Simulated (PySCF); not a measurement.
C2H7NSi2.
Cartesian coordinates in Å at the GFN2-xTB level; atoms count from 1:
```
atom  x, y, z in Å
C1    -1.7279    2.2789   -0.2669
C2    -1.1483    1.2875    0.0918
Si3   -0.2371   -0.2641    0.5835
N4    -0.9318   -1.7012   -0.0825
Si5    1.9571   -0.1447   -0.1129
H6    -2.2381    3.1496   -0.5682
H7    -0.4899   -0.4039    2.0256
H8    -1.8722   -1.9565    0.1736
H9    -0.7773   -1.9222   -1.0529
H10    2.6822    0.8854    0.6368
H11    2.0989    0.1927   -1.5347
H12    2.6857   -1.4022    0.0807
```

Computed with delta-SCF UKS SCAN, pcX-2 on the ionised atom, pcseg-1 elsewhere, spin-free X2C in PySCF 2.14.0. Each 1s hole has a ground state of its own, since the core basis sits on the ionised atom alone.

| ionised atom | basis functions | E(ground) (Eh) | E(ionised) (Eh) |
| --- | --- | --- | --- |
| C1 | 144 | -715.24192 | -704.58094 |
| C2 | 144 | -715.24214 | -704.58789 |
| N4 | 144 | -715.24966 | -700.38179 |
| Si3 | 155 | -715.29408 | -647.42606 |
| Si5 | 155 | -715.28661 | -647.44495 |

Task: What are the 1s binding energies?

Result: E(ionised) − E(ground), at 27.2114 eV a hartree:

| atom | environment | difference (Eh) | binding energy (eV) |
| --- | --- | --- | --- |
| C1 | terminal alkyne carbon | 10.66098 | 290.10 |
| C2 | alkyne carbon | 10.65425 | 289.92 |
| N4 | silicon-bound nitrogen | 14.86787 | 404.58 |
| Si3 | SiH silicon | 67.86802 | 1846.78 |
| Si5 | SiH3 silicon | 67.84166 | 1846.07 |

Task: How much do the ground-state energies differ, and what would follow from using one of them for all holes?

Result: They run from -715.2941 Eh (core basis on Si3) to -715.2419 Eh (on C1), 0.0522 Eh or 1.42 eV apart, though the state is the same; only basis and grid differ. Pairing the ion of C1 with the ground state of Si3 would put its binding energy 1.42 eV too high.

Only 1s holes are shown. Spin contamination (⟨S²⟩ against 0.75 for a pure doublet) is marked for C 1s of C2 (0.86), which makes this value less certain. One conformer (not necessarily the lowest) at the GFN2-xTB geometry, without solvent, vibrations or thermal averaging.
